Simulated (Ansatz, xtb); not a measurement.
# Relative energy of two structures of ClFHNSi2

Structure a: `F[Si@H](Cl)N=[Si]`, a singlet. Structure b: a singlet given by its coordinates. Both are isolated molecules in the gas phase, relaxed with B3LYP-D3(BJ)/def2-SVP; the shapes shown needn't be the lowest conformers.

a (Å):

```xyz
6

Cl    3.1577    1.3613    1.4352
F     0.6448    1.6962   -0.1159
N     0.2637    1.1084    2.5095
Si    1.1872    1.9830    1.3839
Si   -0.5769    0.2689    3.5499
H     1.1414    3.4409    1.6045
```

b (Å):

```xyz
6

Cl   -1.5402    2.5383    0.6726
F    -1.1989   -2.7802    0.8011
N    -1.8833   -0.3404    1.2265
Si   -2.2896   -1.9773    1.7358
Si   -2.6496    1.1277    1.8081
H    -1.1333   -0.2541    0.5307
```

Close contacts (Å): Cl1–Si5 2.12, F2–Si4 1.65, N3–Si4 1.76, N3–Si5 1.76, N3–H6 1.03.

**Question.** Estimate E(b) − E(a) at the level CCSD(T)/def2-SVP + ΔMP2/def2-TZVPP.

**Answer.** Calculated at CCSD(T)/def2-SVP + ΔMP2/def2-TZVPP: E(b) − E(a) = +0.919 eV, so structure a lies lower.

The same difference at several levels:

| level | geometry | E(b) − E(a) (eV) | departure from the last row (eV) | job, with rough time for the two |
| --- | --- | --- | --- | --- |
| B3LYP-D3(BJ)/def2-SVP | B3LYP-D3(BJ)/def2-SVP | +0.690 | −0.229 | optimisation, 46 s |
| HF/def2-SVP | B3LYP-D3(BJ)/def2-SVP | +0.881 | −0.038 | part of the CCSD(T) run |
| MP2/def2-SVP | B3LYP-D3(BJ)/def2-SVP | +1.062 | +0.143 | part of the CCSD(T) run |
| CCSD(T)/def2-SVP | B3LYP-D3(BJ)/def2-SVP | +0.880 | −0.038 | single point |
| CCSD(T)/def2-SVP + ΔMP2/def2-TZVPP | B3LYP-D3(BJ)/def2-SVP | +0.919 |  | single point, 28 s |

None of the levels shown reverses the order. The largest departure from CCSD(T)/def2-SVP + ΔMP2/def2-TZVPP is that of B3LYP-D3(BJ)/def2-SVP, 0.229 eV. Levels run at GFN2-xTB geometries aren't shown. The last row adds to CCSD(T) the change of the MP2 difference between the two basis sets, here +0.038 eV.

With harmonic frequencies from B3LYP-D3(BJ)/def2-SVP (ideal gas, rigid rotor, one conformer each, 298.15 K, 1 atm): on the last row, ΔE + ΔZPE = +0.946, ΔH = +0.959, ΔG = +0.927 eV.

The correlated steps freeze 17 core orbitals. Mirror images aren't counted in ΔG. Programs: Ansatz 0.2.0; the last row on 1 thread of Intel(R) Xeon(R) 6975P-C (Granite Rapids) on a shared host.
